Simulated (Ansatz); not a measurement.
Cartesian coordinates (Å):
```xyz
7

Cd     0.0140     0.0626     0.2256
N      0.9588    -1.7100     0.4537
H      0.2983    -2.4798     0.6344
H      1.5938    -1.6973     1.2642
N     -0.9992     1.7362    -0.2835
H     -0.4423     2.3562    -0.8891
H     -1.2348     2.3010     0.5447
```
Charge 0, multiplicity 1.

Calculation: frozen-core CCSD(T)/def2-TZVPP // PBE-D3(BJ)/def2-SVP in Ansatz (a first-principles code).

The HF energy comes out as -278.11687 Ha. The MP2 correlation energy comes out as -1.17219 Ha.

Problem. Estimate the CCSD correlation energy, the (T) correction, the total energy and the T1 diagnostic.

Solution. 
```yaml
CCSD correlation energy: -1.14933 Ha
"(T) correction": -0.03940 Ha
CCSD(T) total energy: -279.30560 Ha
T1 diagnostic: 0.015
```
